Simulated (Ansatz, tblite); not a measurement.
Cost and result up the ladder for Cu(PH3)(NH2) (CuPNH₅) (8 atoms). The state is a singlet with charge 0. Geometry: PBE-D4/def2-TZVP.

```xyz
8

Cu    0.428    0.185   -0.286
P    -1.362   -0.623    0.564
H    -1.244   -1.676    1.514
H    -2.406   -1.210   -0.212
H    -2.191    0.228    1.347
N     1.923    0.837   -1.106
H     2.052    1.848   -1.022
H     2.801    0.413   -0.798
```

Ansatz on 4 threads of Arm Neoverse N1 on a shared host; xTB runs through tblite on one thread. Times are rough, summed over both states, and most runs start from the orbitals of an earlier one. PBE0-D4/def2-TZVP serves as the yardstick here, not as an exact answer. The other state is a triplet.

The xTB rows come from tblite.

xTB has no spin-polarisation term.

```csv
level,functions,wall time
GFN1-xTB,32,0.012 s
GFN2-xTB,27,0.014 s
PBE-D4/def2-TZVP,143,9.1 s
PBE0-D4/def2-TZVP,143,16 s
r2SCAN-D4/def2-TZVP,143,22 s
```

Task: Estimate what each level gives for the vertical triplet (eV).

Result: 
```
              level  vertical triplet (eV)  difference from PBE0-D4/def2-TZVP (eV)
           GFN1-xTB                   3.98                                    0.25
           GFN2-xTB                   3.72                                   -0.02
   PBE-D4/def2-TZVP                   3.66                                   -0.07
  PBE0-D4/def2-TZVP                   3.73                                    0.00
r2SCAN-D4/def2-TZVP                   3.61                                   -0.12
```
